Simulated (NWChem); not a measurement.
**Ionisation of C₄H₅FSi**

```xyz
11

C     -3.2091    -0.0860     0.0000
C     -2.0027     0.0430     0.0000
C     -0.5831     0.1946     0.0000
F     -0.1826     1.4852     0.0000
C      0.3366    -0.7834     0.0000
Si     2.1884    -0.4582     0.0000
H     -4.2772    -0.2018     0.0000
H     -0.0488    -1.8068     0.0000
H      2.5967     0.3107     1.2110
H      2.5967     0.3107    -1.2110
H      2.8881    -1.7744     0.0000
```
Charge 0, spin multiplicity 1.

Program: NWChem. The geometry was optimised at B3LYP/def2-SVP, held to Cs symmetry and with no frequency check, so it may be a saddle point. It is one conformer; others weren't searched.

Basis set: def2-SVP. −ε marks an orbital energy of the parent.

B3LYP has NWChem's definition, with VWN1-RPA local correlation. The structure started from a generated list of species.

### Question
One of these methods gave a first vertical ionisation energy of 9.79 eV. Which?
(A) −ε(HOMO) of PBE
(B) −ε(HOMO) of BLYP
(C) −ε(HOMO) of B3LYP
(D) −ε(HOMO) of HF

### Answer
D, −ε(HOMO) of HF. The others give 7.10 (−ε(HOMO) of B3LYP), 6.01 (−ε(HOMO) of BLYP), 6.22 (−ε(HOMO) of PBE).
